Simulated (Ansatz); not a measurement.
Ga (SMILES [Ga+]), charge +1, singlet; B3LYP/6-311G** (Ansatz, a quantum-chemistry and plane-wave program).

Ansatz was given this input:
Ansatz 0.2 input:
```yaml
crystal:
  periodic: [false, false, false]
  atoms:
    - {symbol: Ga, position_ang: [0.00000000, 0.00000000, 0.00000000]}
basis:
  gaussian:
    orbitals: 6-311G__.json
hamiltonian:
  xc: b3lyp
total_charge: 1
```
The basis file holds 6-311G** in the JSON format of the Basis Set Exchange.

What the program printed (banner, timings and long lists left out):

```
Functional definition: B3LYP
275 factors; integrals over basis functions are off by at most 9.8e-5 eV
mean field evaluation 1: about -52371.0738 eV, gradient 3.7e0 eV
mean field evaluation 2: about -52371.1063 eV, gradient 1.5e0 eV
mean field evaluation 4: about -52371.1081 eV, gradient 1.8e-2 eV
mean field evaluation 8: about -52371.1086 eV, gradient 1.5e-5 eV
mean field -52371.10862491 eV, -1924.6027435531 hartree, gradient 1.5e-5 eV, S^2 0.000000; 0 other end points of the search recorded, 0 dependent functions left out
reference -52371.10878588 eV, -1924.6027494684 hartree; 15, 15 occupied and 29, 29 virtual orbitals, 275 factors
Total energy: -52371.10878588 eV, -1924.6027494684 hartree
```
